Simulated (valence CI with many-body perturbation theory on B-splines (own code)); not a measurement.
**Which ion has this spectrum?**

A relativistic CI+MBPT calculation for an atom or ion with 14 electrons gives these levels (Ry):

| J | Parity | E | g |
| --- | --- | --- | --- |
| 0 | even | 0.000 |  |
| 1 | even | 31.070 | 1.49 |
| 2 | even | 31.785 | 1.16 |
| 2 | odd | 44.312 | 1.52 |
| 1 | odd | 46.412 | 1.05 |
| 2 | odd | 48.087 | 0.75 |
| 1 | odd | 51.534 | 0.88 |
| 2 | odd | 56.796 | 1.28 |
| 3 | odd | 56.898 | 1.10 |
| 1 | even | 61.660 | 0.45 |
| 2 | even | 62.225 | 1.12 |
| 2 | even | 63.419 | 1.31 |
| 0 | even | 64.983 |  |
| 3 | even | 69.989 | 1.34 |

The energies are calculated, and their last digits are not significant.

Task: Which is it?
A. Au65+
B. Ir63+
C. W60+
D. Pt64+

Result: B. Ir63+, ground level (3s^2 3p1/2^2) J=0.
